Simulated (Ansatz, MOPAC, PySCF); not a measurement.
Torsion H3–S1–S2–H4 in H2S2 (SMILES SS); at each angle all else is relaxed with GFN2-xTB, and the levels are single points there.
Geometry at 100° (charge 0, multiplicity 1):
```xyz
4

S     -0.92800     0.54805     0.42539
S      0.92485     0.39837    -0.42924
H     -1.55262    -0.37142    -0.32233
H      0.84778     1.46998    -1.22947
```

On the grid 0° to 180°, 0° is the highest and 100° the lowest point at CCSD(T)/CBS(cc-pV(T+d)Z, cc-pV(Q+d)Z).

Frozen-core correlation. CBS: X⁻³ extrapolation of the correlation energy, Hartree–Fock from the larger set. Rows in 3-21G, 6-31G*, STO-3G carry no dispersion term and start afresh at each structure (6-31G* with six Cartesian d functions). The state that AM1, PM3, PM6 reach isn't checked.

Codes used: Ansatz (an electronic-structure program); MOPAC for AM1, PM3, PM6 (differences of heats of formation); PySCF for 3-21G rows, 6-31G* rows, STO-3G rows, the dispersion terms. 

Other levels give for the energy at 0° less that at 100°: PBE/def2-TZVPP 357.0; B3LYP/def2-TZVPP 340.5; B3LYP-D3(BJ)/def2-TZVPP 339.5; wB97M-V/def2-TZVPP 344.4; CCSD(T)/CBS(cc-pV(T+d)Z, cc-pV(Q+d)Z) 340.6 meV.

Q: What do these common cheap choices give for the same quantity: AM1, PM3, PM6, HF/STO-3G, HF/6-31G*, B3LYP/3-21G, B3LYP/6-31G*, M06-2X/6-31G*?

A: AM1 271.4; PM3 306.3; PM6 189.6; HF/STO-3G 254.8; HF/6-31G* 355.9; B3LYP/3-21G 207.1; B3LYP/6-31G* 349.8; M06-2X/6-31G* 356.0 meV. They span 189.6 to 356.0 meV.
